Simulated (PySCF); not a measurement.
**EPR parameters of C7H8N**

Compound: C7H8N (doublet state).
Z-matrix (Å and degrees, GFN2-xTB geometry), rows numbered from 1:
```
C 
C   1  1.4728
C   2  1.5163  1  103.78
C   3  1.3949  2  121.03  1    83.87
C   4  1.3820  3  118.57  2  -176.64
C   5  1.3887  4  118.98  3     0.22
C   6  1.3856  5  117.95  4    -0.22
N   7  1.3207  6  123.34  5     0.28
H   1  1.0725  2  119.51  3    80.42
H   1  1.0738  2  120.02  3   -81.89
H   2  1.0909  1  112.05  3   118.64
H   2  1.0894  1  111.54  3  -116.78
H   4  1.0795  3  120.34  2     3.96
H   5  1.0810  4  120.46  3  -179.57
H   6  1.0788  5  121.23  4   179.88
H   7  1.0826  6  121.30  5  -179.53
```

The hyperfine couplings belong to this conformer and change with its torsions.

The species is `[CH2]CC1=CC=CC=N1` [radical].

Theory: UKS B3LYP, pcH-1 on C H N, non-relativistic, mean-field spin-orbit, GIAO in PySCF 2.14.0. The structure is a single GFN2-xTB conformer in the gas phase; no vibrational or solvent corrections. The geometry wasn't refined by DFT: couplings that depend on bond lengths, twists or pyramidal angles can differ widely from those at the functional's own minimum. No stability test was run, so a lower SCF solution isn't excluded.

| Quantity | Value |
| --- | --- |
| g1, g2, g3 | 2.00223, 2.00277, 2.00287 |
| g_iso | 2.00262 |
| Form of g | rhombic: the two nearest values differ by 16 % of g3 − g1 |
| ⟨S²⟩ | 0.7541 (exact 0.7500) |
| α and β electrons | 29, 28 |
| Total energy | -326.26684 Eh |
| Basis functions | 280 |

Isotropic coupling and dipolar principal values T1 to T3, in 10⁻⁴ cm⁻¹ (1 × 10⁻⁴ cm⁻¹ = 2.998 MHz):

```tsv
atom	isotope	a_iso	T1	T2	T3	Mulliken spin population
C1	13C	33.5	-26.7	-26.5	53.2	1.05
C2	13C	-9.2	-1.0	0.2	0.8	-0.08
C3	13C	29.4	-2.8	-1.6	4.3	0.02
C4	13C	0.3	-1.0	-0.6	1.6	0.03
C5	13C	-0.4	-0.7	0.2	0.5	-0.01
C6	13C	0.9	-0.9	-0.7	1.6	0.03
C7	13C	0.1	-0.8	0.2	0.6	-0.01
N8	14N	0.4	-0.6	-0.4	0.9	0.03
H9	1H	-19.8	-12.8	-0.2	13.0	-0.04
H10	1H	-19.6	-12.8	-0.2	13.0	-0.04
H11	1H	10.5	-1.7	-1.4	3.1	0.01
H12	1H	10.6	-1.7	-1.4	3.1	0.01
H13	1H	-0.6	-0.8	-0.3	1.1	0.00
H14	1H	0.5	-0.3	-0.2	0.4	0.00
H15	1H	-0.7	-0.5	-0.1	0.7	0.00
H16	1H	0.2	-0.3	-0.1	0.4	0.00
```

The Mulliken spin populations are largest on C1 (+1.05) and C2 (-0.08). No atom but C1 exceeds +0.15. The positive populations add up to 1.19 and the negative ones to -0.19, together 2S = 1. The angles at C1 add up to 357.7°, so it is nearly planar; its axial dipolar tensor and the negative couplings of its protons fit spin in a p orbital normal to that plane.

Under fast tumbling the dipolar parts average out, and these isotropic splittings remain: 2 × 1H (H9/H10, I = 1/2, 3 lines) with 2.11 mT, 2 × 1H (H11/H12, I = 1/2, 3 lines) with 1.13 mT, 1 × 1H (H15, I = 1/2, 2 lines) with 0.08 mT, 1 × 1H (H13, I = 1/2, 2 lines) with 0.06 mT, 1 × 1H (H14, I = 1/2, 2 lines) with 0.05 mT and 1 × 14N (N8, I = 1, 3 lines) with 0.04 mT.

Nuclei that the bonding pattern makes equivalent are averaged, as if the motion that swaps them (rotation, inversion, ring flip) were fast.

The 13C coupling of C1 (100.5 MHz) shows only in satellite lines or after enrichment, since that isotope makes up about 1.07 % of natural carbon.

On an Arm Neoverse V1 with one thread (shared host), this took 79 s (grids of density and orbitals included) and 0.96 GiB of memory at its peak.
